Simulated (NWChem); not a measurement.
All runs are NWChem calculations. System: CH7NSi, charge 0, spin multiplicity 1, displaced from the optimised geometry. The structure started from a generated list of species. Level: PBE/def2-SVP.

Output (cleaned and shortened):

```
             Northwest Computational Chemistry Package (NWChem) 7.3.0
             --------------------------------------------------------

                                NWChem Input Module
                                -------------------

 Scaling coordinates for geometry "geometry" by  1.889725989
 (inverse scale =  0.529177249)

                             Geometry "geometry" -> ""
                             -------------------------

 Output coordinates in angstroms (scale by  1.889725989 to convert to a.u.)

  No.       Tag          Charge          X              Y              Z
 ---- ---------------- ---------- -------------- -------------- --------------
    1 Si                  14.0000     1.10665800    -0.19119900     0.22303600
    2 N                    7.0000    -0.46765100    -0.05528600    -0.59570100
    3 C                    6.0000    -1.70322400     0.43818900     0.05636100
    4 H                    1.0000     2.13434200    -0.58025400    -0.84782000
    5 H                    1.0000     1.45183600     1.17181200     0.84304500
    6 H                    1.0000     1.20527800    -1.23113700     1.36414300
    7 H                    1.0000    -0.64534000    -0.72630100    -1.37496900
    8 H                    1.0000    -2.27371300    -0.34753200     0.65423300
    9 H                    1.0000    -2.42370900     0.87202500    -0.70455400
   10 H                    1.0000    -1.44900500     1.27604300     0.77517000

 Effective nuclear repulsion energy (a.u.)     112.6220437686

            Nuclear Dipole moment (a.u.)
            ----------------------------
        X                 Y               Z
 ---------------- ---------------- ----------------
    -0.0000000000     0.0000037795     0.0000207870


 Summary of "ao basis" -> "" (spherical)
 ------------------------------------------------------------------------------
       Tag                 Description            Shells   Functions and Types
 ---------------- ------------------------------  ------  ---------------------
 *                          def2-svp                  on all atoms

  pbe96 is a nonlocal functional; adding pw91lda local functional.

                                 NWChem DFT Module
                                 -----------------

 Summary of "ao basis" -> "ao basis" (spherical)
 ------------------------------------------------------------------------------
       Tag                 Description            Shells   Functions and Types
[...]
     2   0 2 0    -21.763043    -25.072562    -25.072562     28.382082
     2   0 1 1      1.413585     -0.593305     -0.593305      2.600195
     2   0 0 2    -21.312163    -28.343140    -28.343140     35.374117

  itol2e modified to match energy
  convergence criterion.

            General Information
            -------------------
          SCF calculation type: DFT
          Wavefunction type:  closed shell.
          No. of atoms     :    10
          No. of electrons :    34
           Alpha electrons :    17
            Beta electrons :    17
          Charge           :     0
          Spin multiplicity:     1
          Use of symmetry is: off; symmetry adaption is: off
          Maximum number of iterations: 100
          AO basis - number of functions:    81
                     number of shells:    41
          Convergence on energy requested:  1.00D-09
          Convergence on density requested:  1.00D-08
          Convergence on gradient requested:  1.00D-07

              XC Information
              --------------
          PerdewBurkeErnzerhof Exchange Functional  1.000
            Perdew 1991 LDA Correlation Functional  1.000 local
           PerdewBurkeErnz. Correlation Functional  1.000 non-local

             Grid Information
             ----------------
          Grid used for XC integration:  medium
          Radial quadrature: Mura-Knowles
          Angular quadrature: Lebedev.
          Tag              B.-S. Rad. Rad. Pts. Rad. Cut. Ang. Pts.
          ---              ---------- --------- --------- ---------
          Si                  1.10       88          10.0       590
          N                   0.65       49           8.0       434
          C                   0.70       49          11.0       434
          H                   0.35       45          12.0       434
          Grid pruning is: on
          Number of quadrature shells:   501
          Spatial weights used:  Erf1

          Convergence Information
          -----------------------
          Convergence aids based upon iterative change in
          total energy or number of iterations.
          Levelshifting, if invoked, occurs when the
          HOMO/LUMO gap drops below (HL_TOL):  1.00D-02
          DIIS, if invoked, will attempt to extrapolate
          using up to (NFOCK): 10 stored Fock matrices.

                    Damping( 0%)  Levelshifting(0.5)       DIIS
                  --------------- ------------------- ---------------
          dE  on:    start            ASAP                start
          dE off:    2 iters        100 iters           100 iters

      Screening Tolerance Information
      -------------------------------
          Density screening/tol_rho:  1.00D-12
          AO Gaussian exp screening on grid/accAOfunc:  21
          CD Gaussian exp screening on grid/accCDfunc:  20
          XC Gaussian exp screening on grid/accXCfunc:  20
          Schwarz screening/accCoul:  1.00D-10

                            NWChem DFT Gradient Module
                            --------------------------

  charge          =   0.00
  wavefunction    = closed shell

                         DFT ENERGY GRADIENTS

    atom               coordinates                        gradient
                 x          y          z           x          y          z
   1 Si      2.091280  -0.361314   0.421477    0.005968  -0.000675   0.002816
   2 N      -0.883732  -0.104475  -1.125712    0.002848   0.003408  -0.002651
   3 C      -3.218627   0.828057   0.106507   -0.002628   0.000644   0.000566
   4 H       4.033322  -1.096521  -1.602147    0.006781  -0.002512  -0.006490
   5 H       2.743572   2.214404   1.593124    0.002412   0.008451   0.004065
   6 H       2.277645  -2.326512   2.577856    0.000651  -0.006184   0.006860
   7 H      -1.219516  -1.372510  -2.598315   -0.002289  -0.009829  -0.012561
   8 H      -4.296695  -0.656740   1.236321   -0.006838  -0.008542   0.006947
   9 H      -4.580146   1.647888  -1.331414   -0.009003   0.005334  -0.008155
  10 H      -2.738222   2.411372   1.464859    0.002098   0.009904   0.008602

                 ----------------------------------------
                 |  Time  |  1-e(secs)   |  2-e(secs)   |
                 ----------------------------------------
                 |  CPU   |       0.01   |       3.59   |
                 ----------------------------------------
                 |  WALL  |       0.01   |       3.59   |
                 ----------------------------------------

 Task  times  cpu:       14.5s     wall:       14.5s

 Total times  cpu:       14.6s     wall:       14.6s
```

Q: Write an NWChem input that would produce this output.

A: One answer among several that fit: 
```
start mol
memory heap 200 mb stack 800 mb global 1000 mb
geometry units angstroms nocenter noautoz noautosym
  Si     1.106658    -0.191199     0.223036
  N     -0.467651    -0.055286    -0.595701
  C     -1.703224     0.438189     0.056361
  H      2.134342    -0.580254    -0.847820
  H      1.451836     1.171812     0.843045
  H      1.205278    -1.231137     1.364143
  H     -0.645340    -0.726301    -1.374969
  H     -2.273713    -0.347532     0.654233
  H     -2.423709     0.872025    -0.704554
  H     -1.449005     1.276043     0.775170
end
basis spherical
  * library def2-svp
end
dft
  xc xpbe96 cpbe96
  semidirect memsize 60000000 filesize 0
  iterations 100
  convergence energy 1e-9 density 1e-8 gradient 1e-7
end
task dft gradient
```
